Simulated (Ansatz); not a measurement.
Basis sets compared for Na₁₁⁺. Charge 1, multiplicity 1. Geometry PBE/def2-SVP. Ansatz on 4 threads of Intel Xeon Platinum 8488C on a shared host; times are rough, and most runs start from earlier orbitals.

```xyz
11

Na    5.638    2.064   -0.209
Na   -2.119   -1.273    0.963
Na   -1.271    0.815   -1.848
Na    0.154    1.440    1.286
Na   -1.932   -2.780   -2.250
Na   -3.329    2.053    0.921
Na    2.246    1.677   -1.570
Na    0.745   -1.781    2.992
Na    1.029   -1.554   -0.688
Na   -4.770   -0.713   -1.100
Na    3.610    0.053    1.503
```

The restricted singlet is unstable towards broken spin symmetry in Hartree–Fock (as tested in another run); at PBE/def2-SVP, PBE/def2-TZVP, PBE0/def2-SVP, PBE0/def2-TZVP this wasn't settled. Another isomer (singlet) lies 0.07 eV lower at PBE0/def2-TZVP; other spin states weren't run for this one.

```csv
level,functions,energy (Eh),HOMO (eV),LUMO (eV),wall time
PBE/def2-SVP,165,-1783.2550,-5.42,-4.74,3.6 s
PBE0/def2-SVP,165,-1783.4080,-5.75,-4.32,6 s
```

Task: Estimate the rows for PBE/def2-TZVP (with forces), PBE0/def2-TZVP.

Result: 
| level | functions | energy (Eh) | HOMO (eV) | LUMO (eV) | wall time |
| --- | --- | --- | --- | --- | --- |
| PBE/def2-TZVP (with forces) | 352 | -1783.9107 | -5.46 | -4.78 | 8.5 s |
| PBE0/def2-TZVP | 352 | -1784.0572 | -5.78 | -4.34 | 17 s |
